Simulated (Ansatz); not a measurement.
Reaction (formal exchange of groups at the Al–Si bond): `O[SiH](F)[AlH2]` + `[OH][AlH2]` → `[OH][AlH][AlH2]` + `O[SiH2]F`

Gas-phase electronic energies from Ansatz, PBE0-D4/def2-TZVP geometries. CBS: MP2 limit from def2 TZ/QZ plus the TZ coupled-cluster correction, frozen cores. This one scheme is used for every species. DFT in def2-TZVPP. HSE06 is defined as in plane-wave codes. One conformer a species, not always the lowest.

`O[SiH](F)[AlH2]`:

Z-matrix (Å, degrees):
```
Si
F 1 1.610
Al 1 2.471 2 110.8
O 1 1.646 2 109.7 3 -115.5
H 1 1.493 2 103.8 3 127.9
H 3 1.589 1 120.0 2 139.3
H 3 1.587 1 120.4 2 -41.5
H 4 0.959 1 118.7 2 -71.2
```

`[OH][AlH2]`:

Cartesian coordinates in Å:
```
O 0.349 -0.269 -1.134
Al -0.150 0.306 0.381
H 0.539 -1.188 -1.311
H -0.321 -0.707 1.588
H -0.417 1.858 0.477
```

`[OH][AlH][AlH2]`:

```xyz
7

O    -1.097    0.236    1.674
Al   -0.821   -0.400    0.116
Al    1.431    0.329   -0.928
H    -1.888    0.050    2.180
H    -1.953   -1.345   -0.500
H     2.768   -0.516   -0.724
H     1.560    1.646   -1.819
```

`O[SiH2]F`:

```xyz
6

O    -0.429   -0.376   -1.137
Si    0.011   -0.029    0.393
F    -0.341    1.484    0.758
H     0.072   -0.003   -1.863
H    -0.787   -0.911    1.264
H     1.474   -0.166    0.585
```

```tsv
level	ΔE (kJ/mol)
revPBE-D4	-13.1
BHLYP-D4	-16.5
HSE06	-19.5
BHLYP	-19.0
```

Q: What does CCSD(T)/CBS give? (Estimate.)

A: Ansatz gave: -19.2 kJ/mol. The listed levels differ from it by 6.1, 2.7, -0.3, 0.2 kJ/mol.

Largest T1 diagnostic among the species: 0.013.

From BLYP to BHLYP (50 % exact exchange), in def2-TZVPP and without D4, ΔE moves by −4.5 kJ/mol. Leaving LDA and LC-ωPBE aside and taking each functional with its dispersion term where it has one, the values, not all of them listed here, spread over 12.2 kJ/mol, from PBE-QIDH to B97M-V.
